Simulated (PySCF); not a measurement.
C₃H₁₂Si₃, SMILES C1C[SiH](C1)[SiH2][SiH3].

Geometry: PBE0-D3(BJ)/def2-SVP. This is a generated structure with no PubChem entry under its InChIKey; it may be hypothetical. The values are those of a single conformer.

Method: TDA-PBE/def2-SVPD (PySCF 2.14.0).

Vertical excitations. Gas-phase values at a fixed geometry. State labels are in the subgroup Cs.

List the lowest excited states. (An estimate is asked for; the answer gives what the named calculation found.)


```tsv
state	symmetry	energy (eV)	λ (nm)	f	main pairs
S1	A"	5.72	217	0.012	HOMO→LUMO 94 %
S2	A'	5.75	216	0.015	HOMO→LUMO+1 88 %
S3	A"	6.05	205	0.000	HOMO→LUMO+3 66 %, HOMO−1→LUMO 33 %
S4	A"	6.07	204	0.003	HOMO−1→LUMO 64 %, HOMO→LUMO+3 33 %
S5	A'	6.09	204	0.008	HOMO→LUMO+2 89 %
S6	A'	6.19	200	0.005	HOMO→LUMO+4 84 %
T1	A"	5.19	239	0	HOMO→LUMO 98 %
T2	A'	5.25	236	0	HOMO→LUMO+1 94 %
```
Triplets are in the Tamm–Dancoff approximation.
